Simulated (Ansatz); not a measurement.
Reaction (hydrogenolysis of a C–O bond): `OC1([SiH3])[SiH2]S1` + H₂ → `[SiH3]C1[SiH2]S1` + H₂O

Computed with Ansatz on PBE0-D4/def2-TZVP structures; ΔE is electronic, products minus reactants. CBS: MP2 limit from def2 TZ/QZ plus the TZ coupled-cluster correction, frozen cores. This one scheme is used for every species. DFT in def2-TZVPP. B3LYP here is the variant with VWN-RPA as its local correlation; programs differ in this. Each species was taken in one conformer, which may not be the lowest.

Task: Is it downhill or uphill in electronic energy at CCSD(T)/CBS, and by how much? (Best estimate.)

Result: The calculation gave: Downhill: ΔE = -124.0 kJ/mol.

Task: What do these levels give: B3LYP-D4, PBE0, B3LYP, HF/def2-TZVPP, HF/def2-QZVPP, MP2/def2-QZVPP? (An estimate is asked.)

Result: Computed: B3LYP-D4 -110.8, PBE0 -119.8, B3LYP -118.4, HF/def2-TZVPP -143.5, HF/def2-QZVPP -144.2, MP2/def2-QZVPP -125.5 kJ/mol.

Largest T1 diagnostic among the species: 0.014.

From PBE to PBE0 (25 % exact exchange), in def2-TZVPP and without D4, ΔE moves by −13.3 kJ/mol. In def2-TZVPP, CCSD(T) changes the Hartree–Fock value by +21.3 kJ/mol (the triples alone add +7.4 kJ/mol) and MP2 by +19.3 kJ/mol. The D4 term adds +7.6 kJ/mol with B3LYP and +4.0 kJ/mol with PBE0; it sums over pairs of atoms, weighted by their polarisabilities, and B3LYP, whose exchange is more repulsive, gets the larger term.
